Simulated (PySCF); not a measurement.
Ge(Br)(OH) (BrGeHO), SMILES [Br][Ge][OH] (connectivity only; charge and spin as stated), neutral, multiplicity 1.

Coordinates come from a B3LYP-D3(BJ)/def2-TZVP optimisation. The values are those of a single conformer.

The numbers are results of PySCF with TDDFT-LC-ωPBE/def2-SVPD, not measurements.

Vertical excitations. The molecule is in vacuum. State labels are in the subgroup Cs.

Computed excitation energies, oscillator strengths and character:
```csv
state,symmetry,energy (eV),λ (nm),f,main pairs
S1,A",4.10,302,0.030,HOMO→LUMO 97 %
S2,A",5.27,235,0.001,HOMO−1→LUMO 96 %
S3,A',5.56,223,0.004,HOMO−2→LUMO 85 %
S4,A',6.56,189,0.353,HOMO→LUMO+1 71 %
S5,A',6.86,181,0.033,"HOMO→LUMO+2 40 %, HOMO−3→LUMO 38 %, HOMO−1→LUMO+1 7 %"
S6,A",7.01,177,0.007,"HOMO−2→LUMO+1 65 %, HOMO−2→LUMO+2 21 %"
S7,A",7.06,176,0.006,HOMO−4→LUMO 92 %
S8,A',7.10,175,0.211,"HOMO−1→LUMO+1 64 %, HOMO−1→LUMO+2 10 %"
S9,A',7.49,166,0.170,"HOMO−3→LUMO 52 %, HOMO→LUMO+2 29 %"
S10,A',8.05,154,0.018,"HOMO→LUMO+3 67 %, HOMO→LUMO+2 14 %"
T1,A",2.78,446,0,HOMO→LUMO 90 %
T2,A',4.94,251,0,"HOMO−2→LUMO 60 %, HOMO→LUMO+1 28 %"
T3,A',4.98,249,0,"HOMO→LUMO+1 49 %, HOMO−2→LUMO 35 %"
T4,A",5.13,242,0,HOMO−1→LUMO 92 %
```
Triplets are in the Tamm–Dancoff approximation, which puts them higher than full response would, so one can lie above its singlet here.
